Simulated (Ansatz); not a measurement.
Mulliken charges of F2GeH4Si (`F[SiH](F)[GeH3]`) from B3LYP/def2-TZVPP in Ansatz (PBE0-D4/def2-TZVP geometry).

| atom | x (Å) | y (Å) | z (Å) | charge (e) |
| --- | --- | --- | --- | --- |
| F1 | 1.302 | -1.419 | 1.197 | -0.307 |
| Si2 | 1.140 | -0.127 | 0.281 | 0.723 |
| F3 | 1.983 | -0.386 | -1.045 | -0.307 |
| Ge4 | -1.152 | 0.164 | -0.281 | -0.037 |
| H5 | 1.776 | 1.004 | 0.995 | -0.088 |
| H6 | -1.970 | 0.390 | 0.999 | 0.003 |
| H7 | -1.682 | -1.077 | -1.011 | 0.010 |
| H8 | -1.306 | 1.393 | -1.190 | 0.003 |

**Question.** By hand: the dipole of these point charges (1 e Å = 4.8032 D).

**Answer.** Σ q r = (-0.325, 0.362, 0.069) e Å, of length 0.491 e Å = 2.36 D.

**Question.** How does the dipole of the full density compare? (Estimate.)

**Answer.** The calculation gave: (-0.214, 0.240, 0.045) e Å, 1.56 D; the point charges give 1.51 times that, at 0° from its direction.

Point charges leave out the atoms' own dipoles, such as those of lone pairs, and Mulliken's split depends on the basis, so the two needn't agree.

B3LYP here is the variant with VWN-RPA as its local correlation; programs differ in this.
